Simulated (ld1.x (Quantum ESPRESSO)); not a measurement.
What one change does to a pseudopotential (P, PAW)

```json
{"Element": "P (Z = 15)", "Generator": "ld1.x (Quantum ESPRESSO) 7.5", "Type": "PAW", "Functional": "PBE", "Relativity": "scalar-relativistic", "Frozen core": "[Ne]", "Valence charge": "5", "Reference configuration": "3s2 3p1 (charge +2)", "Partial waves": "3s (bound): rcut 1.40, rcutus 1.75 bohr; 3s channel at 1.8 Ry: rcut 1.40, rcutus 1.75 bohr; 3p (bound): rcut 1.25, rcutus 1.45 bohr; 3p channel at -1.45 Ry: rcut 1.25, rcutus 1.45 bohr; 3d channel at 0.25 Ry: rcut 1.15, rcutus 1.60 bohr; 3d channel at 1.55 Ry: rcut 1.15, rcutus 1.60 bohr", "Local potential": "all-electron potential smoothed inside 1.50 bohr (lloc = -1)", "Core correction": "Bessel-smoothed model core inside 0.70 bohr", "Augmentation charge": "PSQ, inside the norm-conserving radii"}
```

Change: waves 3p (bound): rcut 1.25, rcutus 1.56 bohr; 3p channel at -1.45 Ry: rcut 1.25, rcutus 1.56 bohr.

Cutoffs: the cutoffs (Ry, on a coarse ladder) from which the occupation-weighted sum of valence levels, in a spherical-Bessel basis at the reference potential, stays within 10 and 1 mRy of its value at 400 Ry; they do not see the model core or the augmentation charge, which bear on the density cutoff. Errors are all-electron minus pseudo energies relative to the spin-unpolarised reference configuration.

Question: What does the change do?

Answer: The potential gets softer (10 Ry and 21 Ry → 10 Ry and 15 Ry); the errors of the 7 common tests hardly move; neither file shows a bound ghost. A larger radius leaves more room for a smooth pseudo-wave, so fewer plane waves are needed.

| quantity | base | changed |
| --- | --- | --- |
| cutoff, loose | 10 Ry | 10 Ry |
| cutoff, tight | 21 Ry | 15 Ry |
| loose cutoff by channel (10 mRy a level) | s 6 Ry, p 8 Ry | s 6 Ry, p 10 Ry |
| bound ghosts | none | none |
| error for 3s2 3p3, meV [ΔE -28.88 eV] | -4.3 | -4.2 |
| error for 3s2 3p2, meV [ΔE -19.15 eV] | -1.9 | -1.9 |
| error for 3s2 3p0, meV [ΔE 29.74 eV] | -11 | -11 |
| error for 3s1 3p3, meV [ΔE -10.03 eV] | -0.8 | -0.8 |
| error for 3s1 3p4, meV [ΔE -20.34 eV] | -2.4 | -2.3 |
| error for 3s1 3p0, meV [ΔE 81.74 eV] | -72 | -72 |
| error for 3s2 3p3.3, meV [ΔE -30.18 eV] | -4.4 | -4.3 |
| s: phases at 1.89 bohr within 0.05 rad from the reference energy up to (Ry; the scan ends near 5) | to the end of the scan | to the end of the scan |
| p: phases at 1.89 bohr within 0.05 rad from the reference energy up to (Ry; the scan ends near 5) | 3.6 | 4.5 |
| d: phases at 1.89 bohr within 0.05 rad from the reference energy up to (Ry; the scan ends near 5) | to the end of the scan | to the end of the scan |
| lowest overlap eigenvalue by channel | s 0.53, p 0.76, d 0.97 | s 0.53, p 0.76, d 0.97 |
